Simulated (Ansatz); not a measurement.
Basis-set extrapolation for `COC1=CCCCC1` (PBE0-D4/def2-TZVP geometry, frozen core, the Gaussian-basis code of Ansatz). Multiplicity 1, RHF reference.

```
                      def2-TZVPP   def2-QZVPP
                 HF  -347.036572  -347.052268
    MP2 correlation    -1.412088    -1.504455
CCSD(T) correlation    -1.535645      not run
```

Energies in hartree. Use E(X) = E(∞) + A·exp(−7.88·√X) for Hartree–Fock and E(X) = E(∞) + B·X^(−2.97) for correlation, with X = 3 and 4, and add CCSD(T) minus MP2 of the smaller set to the MP2 limit.

**Question.** What is the CCSD(T) energy at the basis-set limit?

**Answer.** HF limit: -347.052268 + (-0.015696) × 0.13774 = -347.05443. MP2 limit: -1.504455 + (-0.092367) × 0.74074 = -1.57287. Higher-order term: -1.535645 − (-1.412088) = -0.12356. Total: -348.75086 hartree, 112.1 kcal/mol below CCSD(T)/def2-TZVPP.
